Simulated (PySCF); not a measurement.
## CaC⁺ from Hartree–Fock to correlated methods

State: ⁴Σ⁻ (quartet), unpaired electrons σ ↑, π ↑↑. Set-up: basis Ca 6-311G(d,p), C 6-311G(d,p); no relativity; PySCF 2.14. De refers to Ca⁺ + C in their high-spin ground configurations, without counterpoise correction. The functionals are run spin-unrestricted. A positive dipole points towards C; it is taken about the centre of mass and depends on that origin.

```tsv
Level	Re (Å)	ωe (cm⁻¹)	De (eV)	μ (D)	CPU s a point (SCF and correlation, without the integrals)
UHF	2.225	593	1.40	-8.73	0.2
UHF-MP2	2.201	593	1.79	n/a	0.29
UHF-SCS-MP2	2.204	592	1.56	n/a	n/a
UHF-CCSD	2.209	586	1.66	n/a	n/a
UHF-CCSD(T)	2.208	582	1.71	n/a	3
PBE	2.173	574	2.79	-6.39	0.51
BLYP	2.189	557	2.40	-6.34	0.26
r²SCAN	2.174	591	2.82	-6.94	0.49
PBE0	2.166	597	2.53	-7.02	0.71
M06	2.169	606	2.80	-7.06	0.6
BHandHLYP	2.175	601	1.93	-7.56	0.37
```

The bond length runs from 2.166 Å (PBE0) to 2.225 Å (UHF). De spans 1.40 eV (UHF, mean field) to 2.82 eV (r²SCAN, meta-GGA). Correlation at CCSD(T) changes the Hartree–Fock bond energy by +0.31 eV; the triples alone change it by +0.05 eV.

Correlated steps freeze 6 core orbitals. For an ion De counts to the pair picked by the measured ionisation energies or electron affinities, which need not be the lowest pair at this level. The state is the lowest determinant that a PBE0 search found; another state may lie lower at other levels.

The whole job (state search and all levels along the bond) took about 1.6 min on 1 thread of AMD EPYC 9R14 (shared host), peak memory 0.73 GiB.
